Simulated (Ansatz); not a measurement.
Reaction (ligand exchange at a Ga–N bond): `C[NH][GaH2]` + CH₃OH → `C[O][GaH2]` + CH₃NH₂

Gas-phase electronic energies from Ansatz, PBE0-D4/def2-TZVP geometries. CBS: MP2 limit from def2 TZ/QZ plus the TZ coupled-cluster correction, frozen cores. This one scheme is used for every species. Functionals use def2-TZVPP. For Ga outer-core shells are correlated without core-valence functions, which leaves a few kJ/mol of doubt a bond. Scalar relativity is left out up to krypton.

`C[NH][GaH2]`:

Cartesian coordinates in Å:
```
C 0.986 -0.199 -0.788
N -0.226 0.421 -0.309
Ga -1.155 0.024 1.198
H 1.299 -0.984 -0.096
H 1.816 0.513 -0.869
H 0.855 -0.668 -1.772
H -0.560 1.155 -0.913
H -2.442 0.864 1.469
H -0.571 -1.126 2.080
```

CH₃OH:

```xyz
6

C     0.278   -0.056    0.216
O    -0.442   -0.043   -0.996
H     1.268   -0.455   -0.005
H    -0.188   -0.699    0.972
H     0.402    0.949    0.638
H    -1.320    0.303   -0.825
```

`C[O][GaH2]`:

```xyz
8

C     0.946   -0.036    0.780
O     0.493   -0.334   -0.513
Ga   -1.161    0.000   -1.085
H     1.284   -0.951    1.279
H     0.176    0.428    1.412
H     1.798    0.652    0.729
H    -2.121    0.665   -0.043
H    -1.416   -0.423   -2.559
```

CH₃NH₂:

```xyz
7

C     0.207   -0.449    0.280
N    -0.007    0.784   -0.458
H    -0.705   -1.012    0.531
H     0.729   -0.227    1.213
H     0.856   -1.110   -0.299
H    -0.599    1.415    0.066
H    -0.481    0.599   -1.333
```

```json
{"level": "BHLYP-D4", "ΔE (eV)": "-0.15"}
{"level": "ωB97M-V", "ΔE (eV)": "-0.13"}
{"level": "r2SCANh", "ΔE (eV)": "-0.13"}
{"level": "CCSD(T)/def2-SVP", "ΔE (eV)": "-0.12"}
```

Problem. What does CCSD(T)/CBS give? (Estimate.)

Solution. Computed: -0.09 eV. The listed levels differ from it by -0.06, -0.04, -0.04, -0.03 eV.

Problem. What do rigid-rotor, harmonic-oscillator terms from PBE0-D4/def2-TZVP frequencies (298.15 K, 1 bar) make of the CCSD(T)/CBS value? (Estimate.)

Solution. The calculation gave: ΔZPE = 0.00 eV, ΔH = -0.08 eV, ΔS = 3 J/(mol·K), ΔG = -0.09 eV.

Largest T1 diagnostic among the species: 0.015.

In def2-TZVPP, CCSD(T) changes the Hartree–Fock value by +0.09 eV (the triples alone add +0.01 eV) and MP2 by +0.09 eV. Leaving LDA and LC-ωPBE aside and taking each functional with its dispersion term where it has one, the values, not all of them listed here, spread over 0.07 eV, from B97M-V to HSE06-D4. LDA lies +0.07 eV from PBE without D4.
